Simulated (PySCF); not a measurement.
## Static response to an electric field

Compound: [CrO3F]- (charge -1 and singlet state).
Geometry (PBE0-D3(BJ)/def2-SVP, Å), atoms numbered from 1 in this order:
```xyz
5
CrFO3 angstrom
Cr     0.0238    0.0452    0.0191
O      0.0129    0.0020    1.5909
O      1.4989    0.0378   -0.5215
O     -0.7499    1.3089   -0.5080
F     -0.7857   -1.3940   -0.5805
```

Level: wB97X-D/def2-SVPD (PySCF), static field, nuclei fixed, core orbitals frozen in the response. The polarisability tensor in these axes (au):

```
x   49.41 -4.29 -1.75
y   -4.29 44.40 -3.15
z   -1.75 -3.15 50.61
```

Problem. Diagonalise the tensor; give its mean and Δα, where Δα² is half the sum of the squared differences of the eigenvalues.

Solution. Principal values 40.64, 51.84 and 51.95 au; mean 48.14 au = 7.13 Å³ = 7.94 × 10⁻⁴⁰ C²·m²/J; Δα = 11.26 au (23 % of the mean).

Problem. What are the principal values of the traceless quadrupole moment, Θ = ½Σq(3rr − r²1), about the centre of nuclear charge?

Solution. -0.28, -0.20, 0.48 D·Å. The values depend on the origin, since the species is charged. The electronic extent ⟨r²⟩ about the same centre is 411 bohr², a root-mean-square distance of 1.41 Å for the 58 electrons.

Problem. What depolarisation ratio follows for Rayleigh scattering of linearly polarised light, taking the static tensor?

Solution. ρ = 3Δα²/(45ᾱ² + 4Δα²) = 380.2/(104293 + 507.0) = 0.00363.

Problem. Form Σ f/ω² (atomic units) for the 15 lowest TDDFT singlets, given as eV and f, and set it beside the mean polarisability, which is this sum over all singlets: 3.48, 0.0013; 3.48, 0.0013; 4.18, 0.0000; 4.25, 0.0055; 4.40, 0.0054; 4.40, 0.0054; 4.54, 0.0000; 5.01, 0.0024; 5.01, 0.0024; 5.48, 0.0140; 5.48, 0.0142; 5.62, 0.0000; 5.72, 0.0000; 5.73, 0.0000; 5.83, 0.0003.

Solution. They add up to 1.64 au, 3.4 % of the 48.14 au; the largest single term is 0.35 au, from the state at 5.48 eV. Terms in order: 0.08, 0.08, 0.00, 0.23, 0.21, 0.21, 0.00, 0.07, 0.07, 0.34, 0.35, 0.00, 0.00, 0.00, 0.01 au. Higher excitations give the rest. The strengths listed sum to 0.052.

Isolated species at its PBE0-D3(BJ)/def2-SVP geometry, gas phase. The geometry's basis has no diffuse functions.
